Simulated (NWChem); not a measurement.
Molecule: MoNH2O2Cl; SMILES [NH2][Mo](=[O])(=[O])[Cl]

```xyz
7

Mo     0.0791    -0.2716     0.0000
O      0.8841    -0.7789    -1.3743
O      0.8841    -0.7789     1.3743
Cl    -0.0930     2.0050     0.0000
N     -1.6595    -1.0642     0.0000
H     -2.1360    -1.3827    -0.8412
H     -2.1360    -1.3827     0.8412
```
Atoms are numbered in this order, from 1.

Results from NWChem. Geometry: optimised at PBE0/def2-SVP. def2 effective core potentials on Mo; no spin-orbit coupling. Level M06-L/def2-SVP: energy and gradient on several grids; changes count from the extra-fine grid, which is no exact limit either.

Problem. Which is the coarsest grid (xfine; fine; xcoarse; coarse; medium) from which on the energy stays within 50 μHa and each gradient component within 100 μHa/bohr of xfine?

Solution. fine.
```json
[
 {"grid": "xcoarse", "size of the energy change (μHa)": "8000", "largest change of a gradient component (μHa/bohr)": "9000", "time, medium = 1 (rough)": "about 1"},
 {"grid": "coarse", "size of the energy change (μHa)": "700", "largest change of a gradient component (μHa/bohr)": "3000", "time, medium = 1 (rough)": "about 1"},
 {"grid": "medium", "size of the energy change (μHa)": "20", "largest change of a gradient component (μHa/bohr)": "500", "time, medium = 1 (rough)": "about 1"},
 {"grid": "fine", "size of the energy change (μHa)": "< 10", "largest change of a gradient component (μHa/bohr)": "< 30", "time, medium = 1 (rough)": "about 1"},
 {"grid": "xfine", "size of the energy change (μHa)": "< 10", "largest change of a gradient component (μHa/bohr)": "< 30", "time, medium = 1 (rough)": "2"}
]
```
